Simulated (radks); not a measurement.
Q: Excited configurations of C I: one electron is placed in a higher orbital outside [He] 2s2 2p1. The ground configuration is [He] 2s2 2p2. Method: non-relativistic Kohn-Sham, PBEsol, spin-polarised, spherical densities, point nucleus; open shells are filled with parallel spins first; computed with a radial shooting solver on a logarithmic mesh with Libxc functionals. Excitation = E - E(ground); binding = E(ion) - E, where the ion is the core of charge +1; n* = 1/sqrt(2 binding) in atomic units, and the quantum defect is n - n*.

outer orbital  excitation (eV)  binding (eV)     n*  quantum defect  eigenvalue (eV)  <r> (bohr)
3p                       8.896         2.721  2.236           0.764           -1.472       6.931
4p                      10.177         1.441  3.073           0.927           -0.859       14.48
5d                      10.906         0.711  4.375           0.625           -0.442       29.36
6f                      11.145         0.472  5.368           0.632           -0.305       43.39

Estimate the row for 4f.

A: excitation (eV) 10.674; binding (eV) 0.943; n* 3.798; quantum defect 0.202; eigenvalue (eV) -0.468; <r> (bohr) 17.02. The Delta-SCF ionisation energy is 11.617 eV (NIST Atomic Spectra Database: 11.260 eV, measured). Self-interaction in the functional shifts the binding energies and quantum defects, so they are the method's values and not measured ones. Open shells are spherical and high-spin; term and fine-structure splittings are not resolved.
